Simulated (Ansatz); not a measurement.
CH$_{6}$BNSi, SMILES `CN1B[SiH2]1`. Total charge 0; spin multiplicity 1.

Cartesian coordinates in Å:
```
C -1.075 0.763 0.611
N 0.008 -0.064 0.152
B 0.861 -1.025 0.639
Si 1.035 -0.508 -1.206
H -1.981 0.559 0.034
H -0.829 1.821 0.484
H -1.280 0.574 1.667
H 1.030 -1.565 1.685
H 0.324 -1.140 -2.349
H 1.907 0.585 -1.715
```

(1) List the harmonic frequencies (cm⁻¹, unscaled) at PBE0-D4/def2-TZVP in Ansatz. (An estimate is asked.)

(2) Is this a minimum?

(3) Give the ideal-gas thermochemistry at 298.15 K and 1 bar (rigid rotor, harmonic oscillator; point group Cs, symmetry number 1).

Results:

(1) The calculation gave: 134, 253, 271, 522, 580, 617, 649, 749, 779, 926, 968, 1011, 1133, 1183, 1429, 1483, 1483, 1515, 2208, 2214, 2691, 3039, 3108, 3122.

(2) Yes, all 24 modes are real.

(3) Zero-point energy 191.8 kJ/mol; H(298) − E = 208.6 kJ/mol; entropy 303.6 J/(mol·K), of which translation 162.0, rotation 103.8, vibration 37.8; G(298) − E = 118.1 kJ/mol.
